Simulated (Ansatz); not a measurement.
`FCCBS` + `C[O][AlH][Cl]` → `C[O][AlH][BH]S` + `FCCCl`  (formal exchange of groups at a B–C bond)

Computed with Ansatz on PBE0-D4/def2-TZVP structures; ΔE is electronic, products minus reactants. CCSD(T)/CBS is the MP2 limit (def2-TZVPP, def2-QZVPP) plus CCSD(T) − MP2 in def2-TZVPP, frozen cores. This one scheme is used for every species. Functionals use def2-TZVPP. B3LYP here is the variant with VWN-RPA as its local correlation; programs differ in this. Each species was taken in one conformer, which may not be the lowest.

`FCCBS`:

```xyz
11

F    -1.905   -0.746    0.433
C    -0.775   -0.440    1.178
C     0.407   -0.254    0.256
B     0.217    0.917   -0.766
S     0.768    0.899   -2.452
H    -0.990    0.475    1.738
H    -0.622   -1.263    1.883
H     0.666   -1.205   -0.219
H     1.270    0.023    0.881
H    -0.294    1.947   -0.435
H     1.258   -0.353   -2.497
```

`C[O][AlH][Cl]`:

Z-matrix (Å, degrees):
```
C
O 1 1.400
H 1 1.094 2 109.9
H 1 1.096 2 112.3 3 120.6
H 1 1.094 2 109.8 3 -118.7
Al 2 1.672 1 136.5 3 -120.3
Cl 6 2.097 2 118.9 1 -0.0
H 6 1.563 2 119.8 1 180.0
```

`C[O][AlH][BH]S`:

Z-matrix (Å, degrees):
```
C
O 1 1.395
H 1 1.099 2 112.8
H 1 1.096 2 110.3 3 120.8
H 1 1.095 2 110.2 3 -120.5
Al 2 1.693 1 135.0 3 -3.4
B 6 2.122 2 118.7 1 -5.0
H 6 1.584 2 114.4 1 177.3
S 7 1.767 6 123.7 2 -47.1
H 7 1.198 6 125.8 2 134.1
H 9 1.347 7 101.8 6 1.5
```

`FCCCl`:

Cartesian coordinates in Å:
```
F 0.195 -1.669 0.696
C 0.492 -0.588 -0.110
C -0.510 0.505 0.168
Cl -0.142 1.906 -0.861
H 0.440 -0.908 -1.154
H 1.507 -0.253 0.116
H -0.459 0.829 1.207
H -1.523 0.177 -0.062
```

```csv
level,ΔE (kJ/mol)
r2SCAN-D4,261.5
B3LYP-D4,255.7
B2PLYP,261.1
B3LYP,256.5
HF/def2-TZVPP,272.3
SCS-MP2/def2-TZVPP,263.0
SCS-MP2/def2-QZVPP,263.9
CCSD/CBS(def2),261.2
```

**Question.** What does CCSD(T)/CBS give? (An estimate is asked.)

**Answer.** Ansatz gave: +257.8 kJ/mol. The listed levels differ from it by 3.7, -2.1, 3.3, -1.3, 14.5, 5.2, 6.1, 3.4 kJ/mol.

Largest T1 diagnostic among the species: 0.015.

From PBE to PBE0 (25 % exact exchange), in def2-TZVPP and without D4, ΔE moves by +9.3 kJ/mol. In def2-TZVPP, CCSD(T) changes the Hartree–Fock value by −15.3 kJ/mol (the triples alone add −3.4 kJ/mol) and MP2 by −3.7 kJ/mol.
